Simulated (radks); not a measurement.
Q: Species: the holmium ion Ho25+. Configuration: [Ar] 3d10 4s2 4p5.5 4d6 5d0.5 (fractional occupations, a model configuration). Method: scalar-relativistic Kohn-Sham, r2SCAN, spin-polarised, spherical densities, finite nucleus; open shells are filled with parallel spins first (spin-orbit coupling, left out, can overturn this in heavy ions); meta-GGA in the generalised Kohn-Sham scheme; Fermi nuclear charge, rms radius 5.2022 fm; computed with a radial shooting solver on a logarithmic mesh with Libxc functionals. Some entries of the table are withheld. Estimate them.

| orbital | occ. | eigenvalue (eV) | <r^2> (bohr^2) |
|---|---|---|---|
| 1s up | 1 | -56389.47 | 0.0005884 |
| 1s down | 1 | -56388.91 | 0.0005884 |
| 2s up | 1 | -10142.69 | 0.009168 |
| 2s down | 1 | -10137.34 | 0.009165 |
| 2p up | 3 | -9076.041 | 0.007444 |
| 2p down | 3 | -9071.627 | 0.007441 |
| 3s up | 1 | -2901.522 | 0.05965 |
| 3s down | 1 | -2900.157 | 0.05957 |
| 3p up | 3 | -2574.082 | 0.05986 |
| 3p down | 3 | -2572.100 | 0.05976 |
| 3d up | 5 | -2162.165 | 0.04983 |
| 3d down | 5 | -2158.126 | 0.04980 |
| 4s up | 1 | -1157.427 | 0.2639 |
| 4s down | 1 | -1143.850 | 0.2648 |
| 4p up | 3 | (1) | 0.2842 |
| 4p down | 2.5 | (2) | 0.2855 |
| 4d up | 5 | (3) | 0.2989 |
| 4d down | 1 | (4) | 0.3002 |
| 5d up | 0.5 | -484.7614 | (5) |
| 5d down | 0 | -474.6006 | (6) |

A: 
(1) 4p up eigenvalue (eV): -1039.938
(2) 4p down eigenvalue (eV): -1026.526
(3) 4d up eigenvalue (eV): -883.5108
(4) 4d down eigenvalue (eV): -870.1148
(5) 5d up <r^2> (bohr^2): 1.064
(6) 5d down <r^2> (bohr^2): 1.082
